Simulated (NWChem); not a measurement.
The numbers come from NWChem runs, not from measurements. System: F$_{2}$Si (+1), charge 1, spin multiplicity 2, at a geometry optimised with UPBE/def2-SVP. The structure started from a generated list of species. Its SCF solution wasn't tested for a lower state. Level: UB3LYP/def2-TZVP, VWN1-RPA local correlation.

The NWChem input:

```
start mol
memory heap 200 mb stack 900 mb global 1100 mb
charge 1
geometry units angstroms nocenter noautoz
  F      1.373914     0.000000     0.345377
  Si     0.000000     0.000000    -0.444056
  F     -1.373914     0.000000     0.345377
  symmetry group C2v
end
basis spherical
  * library def2-tzvp
end
dft
  xc b3lyp
  odft
  mult 2
  semidirect memsize 60000000 filesize 0
  iterations 100
end
task dft energy
```

Output (cleaned and shortened):

```
             Northwest Computational Chemistry Package (NWChem) 7.3.0
             --------------------------------------------------------

                                NWChem Input Module
                                -------------------

 Scaling coordinates for geometry "geometry" by  1.889725989
 (inverse scale =  0.529177249)

 Turning off AUTOSYM since
 SYMMETRY directive was detected!

                             Geometry "geometry" -> ""
                             -------------------------

 Output coordinates in angstroms (scale by  1.889725989 to convert to a.u.)

  No.       Tag          Charge          X              Y              Z
 ---- ---------------- ---------- -------------- -------------- --------------
    1 F                    9.0000     1.37391400     0.00000000     0.34537700
    2 Si                  14.0000     0.00000000     0.00000000    -0.44405600
    3 F                    9.0000    -1.37391400     0.00000000     0.34537700

 Effective nuclear repulsion energy (a.u.)      99.7563022651

            Nuclear Dipole moment (a.u.)
            ----------------------------
        X                 Y               Z
 ---------------- ---------------- ----------------
     0.0000000000     0.0000000000     0.0000037795

      Symmetry information
      --------------------

 Group name             C2v
 Group number             16
 Group order               4
 No. of unique centers     2

      Symmetry unique atoms

     1    2


 Summary of "ao basis" -> "" (spherical)
 ------------------------------------------------------------------------------
       Tag                 Description            Shells   Functions and Types
 ---------------- ------------------------------  ------  ---------------------
 *                         def2-tzvp                  on all atoms

                                 NWChem DFT Module
                                 -----------------

 Summary of "ao basis" -> "ao basis" (spherical)
 ------------------------------------------------------------------------------
       Tag                 Description            Shells   Functions and Types
 ---------------- ------------------------------  ------  ---------------------
 F                         def2-tzvp                11       31   5s3p2d1f
 Si                        def2-tzvp                13       37   5s5p2d1f

 Summary of "ao basis" -> "ao basis" (spherical)
 ------------------------------------------------------------------------------
       Tag                 Description            Shells   Functions and Types
 ---------------- ------------------------------  ------  ---------------------
 F                         def2-tzvp                11       31   5s3p2d1f
 Si                        def2-tzvp                13       37   5s5p2d1f

      Symmetry analysis of basis
      --------------------------

        a1         37
        a2         13
        b1         30
        b2         19

            General Information
            -------------------
          SCF calculation type: DFT
          Wavefunction type:  spin polarized.
          No. of atoms     :     3
          No. of electrons :    31
           Alpha electrons :    16
            Beta electrons :    15
          Charge           :     1
          Spin multiplicity:     2
          Use of symmetry is: on ; symmetry adaption is: on
          Maximum number of iterations: 100
          AO basis - number of functions:    99
                     number of shells:    35
[...]
 Vector   15  Occ=1.000000D+00  E=-7.299358D-01  Symmetry=b1
              MO Center=  6.2D-14,  1.2D-14,  2.9D-01, r^2= 2.3D+00
   Bfn.  Coefficient  Atom+Function         Bfn.  Coefficient  Atom+Function
  ----- ------------  ---------------      ----- ------------  ---------------
     8      0.281786  1 F  pz                76     -0.281786  3 F  pz
    11      0.228310  1 F  pz                79     -0.228310  3 F  pz
     6     -0.223264  1 F  px                74     -0.223264  3 F  px
     9     -0.178560  1 F  px                77     -0.178560  3 F  px
    14      0.130323  1 F  pz                82     -0.130323  3 F  pz

 Vector   16  Occ=0.000000D+00  E=-4.916318D-01  Symmetry=a1
              MO Center= -2.6D-15, -5.2D-15, -7.4D-01, r^2= 1.9D+00
   Bfn.  Coefficient  Atom+Function         Bfn.  Coefficient  Atom+Function
  ----- ------------  ---------------      ----- ------------  ---------------
    35      0.567666  2 Si s                 36      0.485340  2 Si s
    34     -0.303431  2 Si s                 48     -0.250908  2 Si pz
     8      0.149433  1 F  pz                76      0.149433  3 F  pz
    11      0.123423  1 F  pz                79      0.123423  3 F  pz
     6      0.119338  1 F  px                74     -0.119338  3 F  px

 Vector   17  Occ=0.000000D+00  E=-3.437709D-01  Symmetry=b2
              MO Center=  4.5D-15,  1.1D-14, -4.8D-01, r^2= 2.2D+00
   Bfn.  Coefficient  Atom+Function         Bfn.  Coefficient  Atom+Function
  ----- ------------  ---------------      ----- ------------  ---------------
    47      0.628125  2 Si py                50      0.361397  2 Si py
    44      0.199701  2 Si py                38     -0.187416  2 Si py
     7     -0.159012  1 F  py                75     -0.159012  3 F  py
    10     -0.128434  1 F  py                13     -0.128895  1 F  py
    78     -0.128434  3 F  py                81     -0.128895  3 F  py

 Vector   18  Occ=0.000000D+00  E=-2.428689D-01  Symmetry=a1
              MO Center=  1.2D-14, -2.2D-15, -1.2D-01, r^2= 2.8D+00
   Bfn.  Coefficient  Atom+Function         Bfn.  Coefficient  Atom+Function
  ----- ------------  ---------------      ----- ------------  ---------------
    51      0.553120  2 Si pz                48      0.501161  2 Si pz
    36      0.460523  2 Si s                  5     -0.188074  1 F  s
    73     -0.188074  3 F  s                 61     -0.160813  2 Si d  2
     6      0.156310  1 F  px                74     -0.156310  3 F  px
    35      0.155102  2 Si s                 45      0.142457  2 Si pz

   alpha - beta orbital overlaps
   -----------------------------

   alpha      1      2      3      4      5      6      7      8      9     10
    beta      1      2      3      4      5      7      6      8      9     10
 overlap   1.000  1.000  1.000  1.000  1.000  1.000  1.000  1.000  1.000  0.992

   alpha     11     12     13     14     15     16     17     18     19     20
    beta     11     13     12     14     15     16     17     18     19     20
 overlap   0.998  0.991  1.000  1.000  0.998  0.990  0.996  0.991  0.995  0.984

   alpha     21     22     23     24     25     26     27     28     29     30
    beta     22     21     23     24     25     26     27     28     29     31
 overlap   0.825  0.828  0.949  0.995  0.964  1.000  0.996  1.000  0.998  0.995

   alpha     31     32     33     34     35     36     37     38     39     40
    beta     30     32     33     34     36     35     37     39     41     38
 overlap   1.000  0.995  0.999  0.998  0.984  1.000  0.986  0.957  0.983  0.999

   alpha     41     42     43     44     45     46     47     48     49     50
    beta     40     42     43     44     45     46     47     48     49     50
 overlap   0.998  0.957  0.966  0.997  1.000  0.996  0.994  0.999  0.998  1.000

   alpha     51     52     53     54     55     56     57     58     59     60
    beta     51     52     53     54     55     56     57     58     59     60
 overlap   1.000  1.000  1.000  1.000  1.000  1.000  1.000  1.000  1.000  0.993

   alpha     61     62     63     64     65     66     67     68     69     70
    beta     61     62     63     64     65     66     67     68     69     70
 overlap   0.993  1.000  1.000  1.000  1.000  1.000  1.000  1.000  1.000  1.000

   alpha     71     72     73     74     75     76     77     78     79     80
    beta     71     72     73     74     76     75     77     78     79     80
 overlap   1.000  1.000  0.969  0.998  0.942  0.969  0.988  0.939  0.997  0.988

   alpha     81     82     83     84     85     86     87     88     89     90
    beta     81     82     83     84     85     86     87     88     89     90
 overlap   0.999  1.000  0.996  1.000  1.000  1.000  1.000  1.000  1.000  1.000

   alpha     91     92     93     94     95     96     97     98     99
    beta     91     92     93     94     95     96     97     98     99
 overlap   0.999  1.000  1.000  0.999  1.000  1.000  1.000  1.000  1.000

     --------------------------
     Expectation value of S2:
     --------------------------
      <S2> =      0.7521 (Exact =     0.7500)

 center of mass
 --------------
 x =   0.00000000 y =   0.00000000 z =   0.02004758

 moments of inertia (a.u.)
 ------------------
          35.859502964962           0.000000000000           0.000000000000
           0.000000000000         291.991474468458           0.000000000000
           0.000000000000           0.000000000000         256.131971503496

     Multipole analysis of the density
     ---------------------------------

     L   x y z        total         alpha         beta         nuclear
     -   - - -        -----         -----         ----         -------
     0   0 0 0      1.000000    -16.000000    -15.000000     32.000000

     1   1 0 0     -0.000000     -0.000000      0.000000      0.000000
     1   0 1 0     -0.000000     -0.000000     -0.000000      0.000000
     1   0 0 1     -1.190597      0.180719     -1.371320      0.000004

     2   2 0 0    -14.506310    -69.068407    -66.773791    121.335888
     2   1 1 0     -0.000000      0.000000     -0.000000      0.000000
     2   1 0 1      0.000000      0.000000     -0.000000      0.000000
     2   0 2 0    -12.036636     -6.764025     -5.272612      0.000000
     2   0 1 1     -0.000000     -0.000000     -0.000000      0.000000
     2   0 0 2    -12.063136    -17.092314    -12.496660     17.525838

 Task  times  cpu:        3.0s     wall:        3.0s

 Total times  cpu:        3.1s     wall:        3.1s
```
